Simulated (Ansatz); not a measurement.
One change: `C[SiH](C)CO` becomes `C[SiH2]C`.

Ansatz, PBE0-D4/def2-TZVP geometries, multiplicity 1. Each molecule was computed in one conformer, which needn't be the lowest.

```json
{"property": "HOMO–LUMO gap (B3LYP/def2-TZVPP) / eV", "`C[SiH](C)CO`": "7.39"}
{"property": "HOMO energy (PBE0/def2-TZVPP) / eV", "`C[SiH](C)CO`": "-7.22"}
{"property": "HOMO–LUMO gap (PBE/def2-TZVPP) / eV", "`C[SiH](C)CO`": "5.56"}
{"property": "size of the dipole moment (ωB97M-V/def2-TZVPP) / D", "`C[SiH](C)CO`": "2.09"}
{"property": "HOMO energy (B3LYP/def2-TZVPP) / eV", "`C[SiH](C)CO`": "-7.01"}
{"property": "size of the dipole moment (PBE/def2-TZVPP) / D", "`C[SiH](C)CO`": "2.00"}
```

(1) Give the same properties after the change, and the shifts. (Estimate.)

## Answers

(1) Ansatz gave: 
| property | `C[SiH2]C` | shift |
| --- | --- | --- |
| HOMO–LUMO gap (B3LYP/def2-TZVPP) / eV | 9.36 | 1.97 |
| HOMO energy (PBE0/def2-TZVPP) / eV | -8.82 | -1.60 |
| HOMO–LUMO gap (PBE/def2-TZVPP) / eV | 7.79 | 2.23 |
| size of the dipole moment (ωB97M-V/def2-TZVPP) / D | 0.79 | -1.30 |
| HOMO energy (B3LYP/def2-TZVPP) / eV | -8.59 | -1.58 |
| size of the dipole moment (PBE/def2-TZVPP) / D | 0.83 | -1.17 |

With PBE0 the HOMO falls by 1.60 eV and the LUMO rises by 0.35 eV, so the gap widens by about 1.95 eV. PBE moves the HOMO by -1.79 eV and ωB97M-V by -1.52 eV. Dipoles are sizes alone; their direction can turn.

B3LYP here is the variant with VWN-RPA as its local correlation; programs differ in this.
